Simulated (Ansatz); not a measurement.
Compare A (`CC(C)BO`) with its isomer B (`BCC(C)O`).

Computed with Ansatz on PBE0-D4/def2-TZVP structures; ΔE is electronic, products minus reactants. CCSD(T)/CBS adds triple-zeta CCSD(T) − MP2 to the extrapolated MP2 energy (def2 sets, frozen cores). DFT in def2-TZVPP. Each species was taken in one conformer, which may not be the lowest.

Which isomer does CCSD(T)/CBS put lower? Give the gap. (Estimate.)

The calculation gave: A, by 49.4 kcal/mol.

Give E(B) − E(A) in kcal/mol with MP2/def2-TZVPP, B2PLYP, PBE-D4, HF/def2-TZVPP, ωB97M-V, CCSD(T)/def2-TZVPP, PBE0-D4. (An estimate is asked.)

Computed: MP2/def2-TZVPP 51.0, B2PLYP 49.9, PBE-D4 49.6, HF/def2-TZVPP 47.1, ωB97M-V 49.2, CCSD(T)/def2-TZVPP 49.6, PBE0-D4 49.4. None reverses the order clearly.

Largest T1 diagnostic: 0.011.

In def2-TZVPP, CCSD(T) changes the Hartree–Fock value by +2.6 kcal/mol (the triples alone add +0.4 kcal/mol) and MP2 by +3.9 kcal/mol.
